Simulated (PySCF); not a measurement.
A structure optimised at ωB97X-D3(BJ)/def2-SVP, used in a PySCF frequency run:

```
N
B 1 1.4386
O 2 1.3871 1 121.68
H 3 0.9605 2 112.76 1 15.68
N 2 1.4259 3 116.48 4 -163.30
H 5 1.0093 2 123.86 3 -160.41
H 5 1.0111 6 113.98 2 -161.46
C 1 1.4439 2 123.35 3 17.25
H 8 1.1003 1 110.90 2 2.85
H 8 1.1074 9 106.59 4 -151.12
H 8 1.1081 9 108.11 10 -114.89
C 1 1.4444 2 122.45 3 -168.44
H 12 1.0991 1 110.36 2 16.73
H 12 1.1063 13 107.12 1 -120.79
H 12 1.1091 13 108.43 14 -115.29
```

Problem. Write its SMILES and formula.

Solution. CN(C)B(N)O, C₂H₉BN₂O

Problem. What are its rotational constants (standard atomic weights)?

Solution. 4.7438, 3.0684, 1.9358 GHz
